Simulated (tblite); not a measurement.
Compound: C5H11AsB (doublet state).
Atom-mapped SMILES: `[CH3:1][CH2:2][B:3]([AsH:4])[CH:5]1[CH2:6][CH2:7]1` (hydrogens: H8, H9, H10 on C1; H11, H12 on C2; H13 on As4; H14 on C5; H15, H16 on C6; H17, H18 on C7)

Computed with GFN2-xTB (tblite), gas phase: L-BFGS steps from a force-field or distance-geometry start until the largest atomic force falls under 0.01 eV/Å.

The end geometry, which sets the zero of energy:
```
atom  x, y, z in Å
C1      2.1324   -0.7110   -0.4404
C2      1.1026    0.2751   -1.0097
B3      0.1236    0.7871    0.1360
As4     0.7517    2.0161    1.5606
C5     -1.3497    0.2969    0.1959
C6     -2.1888    0.1233   -1.0601
C7     -1.7600   -1.0774   -0.3055
H8      2.7042   -0.2444    0.3630
H9      1.6357   -1.5901   -0.0330
H10     2.8302   -1.0383   -1.2093
H11     0.5843   -0.2155   -1.8372
H12     1.6564    1.1147   -1.4453
H13     2.1420    2.2110    0.9818
H14    -1.9393    0.6304    1.0508
H15    -1.7196    0.3310   -2.0103
H16    -3.2251    0.4246   -1.0142
H17    -0.9933   -1.7060   -0.7325
H18    -2.4962   -1.6211    0.2682
```

Task: These geometries come from the run, each turned onto the end geometry. Order them by energy, lowest first.
A.
```
atom  x, y, z in Å
C1      2.1158   -0.8227   -0.2502
C2      1.2037    0.1909   -0.9647
B3      0.1554    0.7883    0.0663
As4     0.6612    2.3057    1.2311
C5     -1.2469    0.1313    0.2215
C6     -2.2954    0.2781   -0.8717
C7     -1.7259   -1.0618   -0.5716
H8      2.5856   -0.3757    0.6272
H9      1.5450   -1.6909    0.0783
H10     2.9049   -1.1629   -0.9187
H11     0.7391   -0.3167   -1.8136
H12     1.8414    0.9798   -1.3762
H13     1.9258    2.6127    0.4441
H14    -1.6919    0.1773    1.2157
H15    -2.0163    0.7847   -1.7858
H16    -3.3027    0.4845   -0.5427
H17    -1.0617   -1.5242   -1.2838
H18    -2.3460   -1.7721   -0.0464
```
B.
```
atom  x, y, z in Å
C1      2.2191   -0.6688   -0.4329
C2      1.0986    0.2140   -1.0006
B3      0.1242    0.7238    0.1504
As4     0.7600    1.9222    1.5961
C5     -1.3648    0.2800    0.1970
C6     -2.2049    0.1617   -1.0651
C7     -1.8298   -1.0677   -0.3270
H8      2.7970   -0.1197    0.3113
H9      1.7998   -1.5517    0.0476
H10     2.8984   -0.9967   -1.2182
H11     0.5847   -0.3487   -1.7845
H12     1.5709    1.0696   -1.4972
H13     2.1184    2.2028    0.9771
H14    -1.9459    0.6254    1.0538
H15    -1.7230    0.3652   -2.0102
H16    -3.2293    0.5024   -1.0194
H17    -1.0915   -1.7254   -0.7595
H18    -2.5907   -1.5821    0.2401
```
C.
```
atom  x, y, z in Å
C1      1.8701   -1.1150   -0.4095
C2      1.4756    0.3313   -0.7179
B3      0.2001    0.9138    0.0253
As4     0.1763    2.8060    0.6308
C5     -1.1166    0.0994    0.2717
C6     -2.2565    0.1975   -0.7283
C7     -1.5910   -1.1144   -0.4759
H8      2.0192   -1.2476    0.6601
H9      1.1046   -1.8155   -0.7294
H10     2.7982   -1.3713   -0.9186
H11     1.3024    0.4149   -1.7977
H12     2.3500    0.9619   -0.5182
H13     1.5561    3.1293    0.0861
H14    -1.4759    0.1488    1.3014
H15    -2.0552    0.6913   -1.6700
H16    -3.2579    0.3644   -0.3568
H17    -0.9742   -1.5161   -1.2639
H18    -2.1342   -1.8723    0.0696
```
D.
```
atom  x, y, z in Å
C1      2.2295   -0.6767   -0.4152
C2      1.1031    0.1933   -0.9897
B3      0.1262    0.7083    0.1557
As4     0.7302    1.9963    1.5399
C5     -1.3547    0.2386    0.2185
C6     -2.2051    0.1898   -1.0427
C7     -1.8433   -1.0762   -0.3617
H8      2.8165   -0.1115    0.3094
H9      1.8222   -1.5545    0.0852
H10     2.9012   -1.0146   -1.2024
H11     0.5931   -0.3797   -1.7682
H12     1.5773    1.0449   -1.4926
H13     2.0953    2.2502    0.9267
H14    -1.9233    0.5493    1.0969
H15    -1.7223    0.4260   -1.9797
H16    -3.2209    0.5518   -0.9747
H17    -1.1197   -1.7276   -0.8293
H18    -2.6141   -1.6014    0.1827
```
E.
```
atom  x, y, z in Å
C1      1.8290   -1.1409   -0.4459
C2      1.4918    0.3293   -0.7265
B3      0.2543    0.8660    0.1128
As4     0.2276    2.7302    0.8063
C5     -1.0474    0.0333    0.3737
C6     -2.1042    0.2436   -0.6994
C7     -1.5726   -1.1196   -0.4355
H8      1.7706   -1.3399    0.6250
H9      1.1186   -1.8079   -0.9331
H10     2.8352   -1.3885   -0.7935
H11     1.2817    0.4491   -1.7953
H12     2.3879    0.9369   -0.5293
H13     1.0171    3.2861   -0.3535
H14    -1.4276    0.0389    1.4000
H15    -1.7758    0.7470   -1.5958
H16    -3.0989    0.5381   -0.4238
H17    -0.9817   -1.5780   -1.2075
H18    -2.2146   -1.8174    0.0802
```

Result: B (0.003 eV), D (0.006 eV), A (0.067 eV), C (0.147 eV), E (0.252 eV).

In the order of the answer:

```
step  E above end (eV)  largest force (eV/Å)  rms force component (eV/Å)  rms distance from end (Å)  rms bond change (Å)  bond most changed (Å)
 179             0.003                  0.04                       0.012                      0.096                0.000          B3–As4 -0.001
 160             0.006                  0.03                       0.013                      0.122                0.001           C5–C6 +0.001
 126             0.067                  0.12                       0.044                      0.383                0.003           C5–C7 -0.009
  62             0.147                  0.06                       0.020                      0.792                0.006           C5–C7 -0.017
  30             0.252                  0.36                       0.098                      0.890                0.006           C5–C7 -0.016
```

What follows is the cost of the whole relaxation. Time: 1.1 s of wall time. Hardware: one thread of an Arm Neoverse V2 (shared host).
